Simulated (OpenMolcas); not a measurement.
Pd2+ (d8) in a complex was computed by SS-CASPT2, IPEA 0.25 Eh, imaginary shift 0.1 Eh with the d shell active (OpenMolcas, ANO-RCC-VTZP on the metal). Its lowest spin-free states, and all those of the highest spin:

```csv
2S+1,Degeneracy,E (cm-1)
3,1,0
3,2,7150
1,1,7260
1,1,8360
3,1,10840
3,1,11230
3,2,15110
1,2,16320
1,1,18070
1,1,19850
1,1,20440
3,1,21610
3,2,21990
```

Q: Is the site octahedral, tetrahedral or cube-like, axial, or of lower symmetry?

A: The states with 2S+1 = 3 have orbital degeneracies 1, 2, 1, 1, 2, 1, 2. There are pairs but no triples, so the site is axial: not cubic, but with a proper or improper axis of order three or more. The run had Pd2+ with 5 ligands (fluoride) in square pyramidal coordination (C4v) at 2.22 Å, the axial distance 2.109 Å. A charge of +0.6 e stands 3.2 Å behind each ligand. Ligand basis ANO-RCC-VDZP.

Over all roots computed the reference weight is 0.71 to 0.72; a low but even weight reflects the number of correlated electrons. Real 4d8 and 5d8 ions are as a rule square planar and diamagnetic. This shell can be high or low spin here, a state of another spin lies low, and with metal d orbitals alone active their balance is uncertain, so the ground spin may be wrong. Ligand-to-metal charge-transfer states are missing. With no ligand orbital active B as a rule stays too high, so bands that hang on it stand too high and its fall with covalency is understated. Free-ion shares, where given, are those of the reference states; single-state CASPT2 does not remix them. The distance lies 6 % over the 2.1 Å that this model takes as the normal distance (a Shannon-type radius plus a fixed donor radius); by an R⁻⁵ law this alone changes a d-shell field by about -24 %. No measured value stands beside these numbers; the geometry is a model, was not optimised and need not be the one that this ion takes.
